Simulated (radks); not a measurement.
Results of a calculation; reference values are marked as such.
Species: Pt3+. Configuration: [Xe] 4f14 5d6.5 6s0.5 (fractional occupations, a model configuration).

Code: a radial shooting solver on a logarithmic mesh with Libxc functionals. Model: scalar-relativistic Kohn-Sham, r2SCAN, spin-polarised, spherical densities, finite nucleus; open shells are filled with parallel spins first (spin-orbit coupling, left out, can overturn this in heavy ions); meta-GGA in the generalised Kohn-Sham scheme; Fermi nuclear charge, rms radius 5.427 fm.

Energy parts (eV):
| part | energy |
|---|---|
| total | -500947.69 |
| kinetic | 558462.04 |
| electron-nucleus | -1241886.40 |
| Hartree | 192099.19 |
| exchange-correlation | -9622.52 |

Orbitals (lengths in bohr, moments of r in powers of bohr; r(max) is where P^2 peaks; r(90%) holds 90 % of the orbital's charge):
\begin{tabular}{lrrrrrr}
orbital & occ. & eigenvalue (eV) & r(90%) & r(max) & <1/r> & <r> \\ \hline
1s up & 1 & -78534.43 & 0.0313 & 0.01062 & 93.91 & 0.01715 \\
1s down & 1 & -78534.43 & 0.0313 & 0.01062 & 93.91 & 0.01715 \\
2s up & 1 & -13855.96 & 0.112 & 0.06120 & 22.03 & 0.07235 \\
2s down & 1 & -13855.54 & 0.112 & 0.06120 & 22.03 & 0.07234 \\
2p up & 3 & -12012.50 & 0.106 & 0.05059 & 19.67 & 0.06523 \\
2p down & 3 & -12012.17 & 0.106 & 0.05059 & 19.67 & 0.06523 \\
3s up & 1 & -3294.283 & 0.274 & 0.1724 & 8.177 & 0.1869 \\
3s down & 1 & -3294.222 & 0.274 & 0.1724 & 8.177 & 0.1869 \\
3p up & 3 & -2755.021 & 0.281 & 0.1716 & 7.473 & 0.1880 \\
3p down & 3 & -2754.927 & 0.281 & 0.1716 & 7.473 & 0.1880 \\
3d up & 5 & -2168.686 & 0.264 & 0.1400 & 7.030 & 0.1705 \\
3d down & 5 & -2168.433 & 0.264 & 0.1400 & 7.030 & 0.1705 \\
4s up & 1 & -743.9044 & 0.595 & 0.3898 & 3.489 & 0.4150 \\
4s down & 1 & -743.5512 & 0.595 & 0.3899 & 3.488 & 0.4151 \\
4p up & 3 & -566.2574 & 0.640 & 0.4098 & 3.158 & 0.4416 \\
4p down & 3 & -565.9474 & 0.640 & 0.4099 & 3.157 & 0.4416 \\
4d up & 5 & -349.3036 & 0.699 & 0.4181 & 2.825 & 0.4681 \\
4d down & 5 & -348.9305 & 0.698 & 0.4182 & 2.825 & 0.4680 \\
4f up & 7 & -108.7264 & 0.833 & 0.3861 & 2.388 & 0.5164 \\
4f down & 7 & -108.1713 & 0.828 & 0.3861 & 2.393 & 0.5143 \\
5s up & 1 & -142.2207 & 1.36 & 0.8708 & 1.412 & 0.9540 \\
5s down & 1 & -139.8333 & 1.35 & 0.8675 & 1.423 & 0.9478 \\
5p up & 3 & -95.6089 & 1.59 & 0.9770 & 1.205 & 1.095 \\
5p down & 3 & -92.5877 & 1.57 & 0.9714 & 1.218 & 1.086 \\
5d up & 5 & -41.9306 & 2.20 & 1.221 & 0.8840 & 1.463 \\
5d down & 1.5 & -38.2373 & 2.22 & 1.207 & 0.8882 & 1.465 \\
6s up & 0.5 & -33.8969 & 3.24 & 2.071 & 0.5664 & 2.273 \\
6s down & 0 & -30.7580 & 3.38 & 2.124 & 0.5410 & 2.359 \\
\end{tabular}

The highest occupied level is 6s up at -33.897 eV. Summed over all electrons, <r^2> = 38.50 bohr^2, which gives a Langevin (diamagnetic) susceptibility term of -30.5 x 10^-6 cm^3/mol. The spin density at the nucleus is 92.6 e/bohr^3 (1s 0.5, 2s -3.8, 3s 1.2, 4s 6.4, 5s -27.4, 6s 115.7). The density falls to 0.001 e/bohr^3 at r = 3.44 bohr. The electron density at the nucleus is 2.116e+06 e/bohr^3 (large components only).
